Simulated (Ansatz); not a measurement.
Calculated with Ansatz (gas phase, PBE0-D4/def2-TZVP geometries, no zero-point term in ΔE). CCSD(T)/CBS adds triple-zeta CCSD(T) − MP2 to the extrapolated MP2 energy (def2 sets, frozen cores). Functionals use def2-TZVPP. B3LYP here is the variant with VWN-RPA as its local correlation; programs differ in this. For Ga outer-core shells are correlated without core-valence functions, which leaves a few kJ/mol of doubt a bond. Scalar relativity is left out up to krypton. One conformer a species, not always the lowest.

Reaction (substitution at a C–Ga bond): `[CH3][GaH][CH3]` + `C[CH2][Al]([OH])[SH]` → `C[CH2][Al]([SH])[O]C` + `[CH3][GaH2]`

(1) Is it downhill or uphill in electronic energy at CCSD(T)/CBS, and by how much? (An estimate is asked.)

(2) What do these levels give: PBE0-D4, B3LYP-D4, SCS-MP2/def2-TZVPP, HF/def2-QZVPP, SCS-MP2/def2-QZVPP, MP2/CBS(def2)? (An estimate is asked.)

Largest T1 diagnostic among the species: 0.012.

## Answers

(1) The calculation gave: Uphill: ΔE = +97.9 kJ/mol.

(2) Computed: PBE0-D4 88.9, B3LYP-D4 83.5, SCS-MP2/def2-TZVPP 93.0, HF/def2-QZVPP 73.0, SCS-MP2/def2-QZVPP 95.3, MP2/CBS(def2) 106.5 kJ/mol.

In def2-TZVPP, CCSD(T) changes the Hartree–Fock value by +19.3 kJ/mol (the triples alone add +1.5 kJ/mol) and MP2 by +27.8 kJ/mol.
